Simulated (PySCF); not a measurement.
# Co: ionisation energy

Co [Ar] 3d7 4s2 (4F) → Co⁺ [Ar] 3d8 (3F), as a difference of total energies. All numbers are calculated (PySCF 2.14, the non-relativistic Hamiltonian (point nucleus), in dyall-av2z (16s12p7d2f, 101 functions)). Correlated levels: valence: [Ar] frozen; virtual orbitals above 40 to 60 times the deepest correlated orbital energy dropped. The calculations carry no spin-orbit coupling.

```
           method  ionisation energy (eV)
              UHF                   7.856
    MP2 (valence)                   7.009
SCS-MP2 (valence)                   7.074
   CCSD (valence)                   7.659
CCSD(T) (valence)                   7.644
```

**Question.** How much does correlation contribute at CCSD(T) (valence)?

**Answer.** 7.644 − (7.856) = -0.212 eV, measured against UHF.

These non-relativistic numbers lack the scalar-relativistic shift.

Errors of the correlated levels include the incompleteness of this basis and the frozen core.

For comparison: 7.869 eV (measured; NIST levels, between the centres of gravity of the two terms).
